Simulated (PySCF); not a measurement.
These 2 structures share the formula CH5BF2Si. Computed with PBE0-D3(BJ)/def2-SVP geometry optimisation, gas phase in PySCF 2.14.0. Energies are electronic, without zero-point or thermal terms, for one conformer each. No frequencies were run at this level. Point groups hold within 0.08 Å.

Task: Order them by energy at this level, lowest first, and give relative energies in kJ/mol.
A. `[F:1][B:2]([F:3])[CH2:4][SiH3:5]` with F1–B2–C4–Si5 -87°
B. `[CH3:1][SiH2:2][B:3]([F:4])[F:5]` with C1–Si2–B3–F4 67°

Result: A (0.0), B (47.4).

```json
{"SMILES": "FB(F)C[SiH3]", "E (Eh)": "-554.59183", "E rel (kJ/mol)": "0.0", "dipole (D)": "1.69", "point group": "–", "A, B, C (MHz)": "6780, 2124, 1883"}
{"SMILES": "C[SiH2]B(F)F", "E (Eh)": "-554.57376", "E rel (kJ/mol)": "47.4", "dipole (D)": "1.38", "point group": "C1", "A, B, C (MHz)": "6212, 2111, 1854"}
```

Task: How do the relative energies change in single points at KT3/pcSseg-2 (no added dispersion term) on the same geometries?

Result: 
| SMILES | PBE0-D3(BJ)/def2-SVP (kJ/mol) | KT3/pcSseg-2 (kJ/mol) | shift |
| --- | --- | --- | --- |
| FB(F)C[SiH3] | 0.0 | 0.0 | 0.0 |
| C[SiH2]B(F)F | 47.4 | 35.1 | -12.3 |

Each column counts from its own lowest isomer. The order is unchanged; the largest shift is 12.3 kJ/mol.
